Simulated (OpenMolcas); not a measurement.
## 5s2 5p along the 49-electron sequence

```yaml
Program: OpenMolcas
Method: SS-CASPT2, IPEA 0.25 Eh, imaginary shift 0.1 Eh
Basis: ANO-R2
Scalar_Hamiltonian: X2C, finite nucleus
Spin-orbit_coupling: state interaction with AMFI integrals over the reference wave functions, term energies averaged over their components
```

Active space for each ion: 3 electrons in 4 orbitals (5s 5p); closed shells correlated by CASPT2: 4d.

Computed levels in cm-1 above 2P* 1/2:

```json
{"Level": "2P* 3/2", "Sb2+": "5660", "Te3+": "8020", "I4+": "10710", "Xe5+": "13820"}
{"Level": "weight of 2P* in the lowest level (%)", "Sb2+": "100", "Te3+": "100", "I4+": "100", "Xe5+": "100"}
```

Measured, with the error of the calculation in %. Measured levels: Sb2+, Te3+ from Moore, Atomic Energy Levels, vol. III, NSRDS-NBS 35 (1971 reprint of NBS Circular 467, 1958); Xe5+ from Saloman, J. Phys. Chem. Ref. Data 33, 765 (2004).

```
  Level          Sb2+          Te3+           Xe5+
2P* 3/2  6576 (-14.0)  9223 (-13.1)  15599 (-11.4)
```

The fine-structure level 2P* 3/2 changes by a factor of 2.44 from Sb2+ to Xe5+. Its fourth root runs 8.67, 9.46, 10.17, 10.84, with steps per unit of Z of 0.79, 0.71, 0.67; equal steps would mean a (Z - σ)^4 law with constant σ.

Over all roots computed the reference weight is 0.86 to 0.94 in Sb2+, 0.86 to 0.94 in Te3+, 0.86 to 0.95 in I4+, 0.86 to 0.95 in Xe5+; the roots of lowest weight are the least certain, and an intruder state may touch them. Computed and measured levels are paired by configuration, term and J; levels that our copy of the source lacks, or whose pairing is in doubt (as where it misses far off the trend of its configuration), stay unpaired and out of the deviations. Only configurations of the active space appear.

* marks odd parity.
